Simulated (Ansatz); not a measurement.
HF2GaSe (SMILES [F][Ga]([F])[SeH]), singlet, at a GFN2-xTB geometry (such geometries of metal compounds can be far from the true shape); CAM-B3LYP/aug-cc-pVDZ run with Ansatz (a first-principles code).

Ansatz was given this input:
Ansatz 0.2 input:
```yaml
crystal:
  periodic: [false, false, false]
  atoms:
    - {symbol: Ga, position_ang: [-0.58372214, 0.44752082, -0.17114204]}
    - {symbol: F, position_ang: [-2.29625859, 0.06679113, -0.26871228]}
    - {symbol: F, position_ang: [-0.21850587, 2.13681555, -0.53442456]}
    - {symbol: Se, position_ang: [1.13632342, -0.99380384, 0.36244755]}
    - {symbol: H, position_ang: [2.09326992, 0.08372502, 0.21041804]}
basis:
  gaussian:
    orbitals: aug-cc-pVDZ
hamiltonian:
  xc: cam_b3lyp
```

Q: What does Ansatz print? Leave out banner, timings and long lists.

A: 
```
Functional definition: CAM-B3LYP
1319 factors; integrals over basis functions are off by at most 1.1e-3 eV
414 factors; integrals over basis functions are off by at most 9.3e-6 eV
mean field evaluation 1: about -123180.8846 eV, gradient 5.3e1 eV
mean field evaluation 2: about -123173.9311 eV, gradient 8.8e1 eV
mean field evaluation 4: about -123185.5537 eV, gradient 1.5e0 eV
mean field evaluation 8: about -123185.5692 eV, gradient 1.8e-1 eV
mean field evaluation 16: about -123185.5693 eV, gradient 3.6e-5 eV
mean field -123185.56926666 eV, -4526.9861723720 hartree, gradient 3.6e-5 eV, S^2 0.000000; 0 other end points of the search recorded, 0 dependent functions left out
reference -123185.56940038 eV, -4526.9861772859 hartree; 42, 42 occupied and 85, 85 virtual orbitals, 1319 factors
Total energy: -123185.56940038 eV, -4526.9861772859 hartree
```
